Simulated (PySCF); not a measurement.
Species: (CF3)2C(OH)2, C₃H₂F₆O₂.
Bonds: O1–C2, C2–O3, C2–C4, C4–F5, C4–F6, C4–F7, C2–C8, C8–F9, C8–F10, C8–F11. Hydrogens: H12 on O1; H13 on O3.

The same species was optimised twice, with GFN2-xTB and with PBE0-D3(BJ)/def2-SVP (PySCF), and the same property calculations (PySCF, gas phase) were run on both structures.

| coordinate | GFN2-xTB | PBE0-D3(BJ)/def2-SVP | change |
| --- | --- | --- | --- |
| C2–C4 (Å) | 1.555 | 1.547 | -0.008 |
| C2–C8 (Å) | 1.555 | 1.547 | -0.008 |
| C4–F6 (Å) | 1.324 | 1.319 | -0.005 |
| C8–F9 (Å) | 1.332 | 1.327 | -0.005 |
| C8–F11 (Å) | 1.324 | 1.320 | -0.004 |
| C4–F5 (Å) | 1.332 | 1.328 | -0.004 |
| C2–O3 (Å) | 1.380 | 1.377 | -0.003 |
| O1–C2 (Å) | 1.380 | 1.378 | -0.002 |
| C8–F10 (Å) | 1.339 | 1.338 | -0.001 |
| C4–F7 (Å) | 1.339 | 1.339 | 0.000 |
| C4–C2–C8 (°) | 110.1 | 112.3 | +2.2 |
| O1–C2–C8 (°) | 110.9 | 109.7 | -1.2 |
| O3–C2–C4 (°) | 111.0 | 109.8 | -1.2 |
| C2–C4–F5 (°) | 111.8 | 110.7 | -1.1 |
| C2–C8–F9 (°) | 111.8 | 110.7 | -1.1 |
| C2–C8–F10 (°) | 108.9 | 107.9 | -1.0 |
| F9–C8–F10 (°) | 107.1 | 108.0 | +0.9 |
| F5–C4–F6 (°) | 108.1 | 108.9 | +0.8 |
| O1–C2–C4–F5 (°) | 167 | 167 | 0 |
| O1–C2–C8–F9 (°) | -69 | -68 | +1 |

Rotational constants: A = 1680, B = 967.6, C = 909.1 MHz (GFN2-xTB) against A = 1703, B = 967.6, C = 915.5 MHz (PBE0-D3(BJ)/def2-SVP).

On the GFN2-xTB structure: HOMO (eV) -9.58 [PBE0/pcSseg-1]; LUMO (eV) 0.79 [PBE0/pcSseg-1]; dipole (D) 2.48 [PBE0/pcSseg-1]; GIAO shielding of O1/O3 (mean) (ppm) 248.9 [PBE0/pcSseg-1]; GIAO shielding of C2 (ppm) 91.5 [PBE0/pcSseg-1]; GIAO shielding of C4/C8 (mean) (ppm) 57.4 [PBE0/pcSseg-1]; GIAO shielding of F5 (×6) (mean) (ppm) 268.6 [PBE0/pcSseg-1].

Problem. What do these properties become on the PBE0-D3(BJ)/def2-SVP structure?

Solution. 
```
                                    property          level  on GFN2-xTB  on PBE0-D3(BJ)/def2-SVP  change
                                   HOMO (eV)  PBE0/pcSseg-1        -9.58                    -9.56   +0.02
                                   LUMO (eV)  PBE0/pcSseg-1         0.79                     0.92   +0.13
                                  dipole (D)  PBE0/pcSseg-1         2.48                     2.14   -0.34
energy, GFN2-xTB geometry as zero (kcal/mol)  PBE0/pcSseg-1          0.0                     -0.8    -0.8
        GIAO shielding of O1/O3 (mean) (ppm)  PBE0/pcSseg-1        248.9                    248.9     0.0
                  GIAO shielding of C2 (ppm)  PBE0/pcSseg-1         91.5                     92.8    +1.3
        GIAO shielding of C4/C8 (mean) (ppm)  PBE0/pcSseg-1         57.4                     58.3    +0.9
      GIAO shielding of F5 (×6) (mean) (ppm)  PBE0/pcSseg-1        268.6                    272.4    +3.8
```

The heavy atoms differ by 0.031 Å rms after alignment. Among bonds between heavy atoms C2–C4 and C2–C8 change most and about equally (-0.008 Å). Changes are differences of the printed values. Neither structure is proved a minimum here.

Conformer computed: `[OH:1][C:2]([OH:3])([C:4]([F:5])([F:6])[F:7])[C:8]([F:9])([F:10])[F:11]`: O1–C2–C4–F5 167°, O1–C2–C8–F9 -68°, H–O1–C2–O3 60°, H–O3–C2–O1 64°.
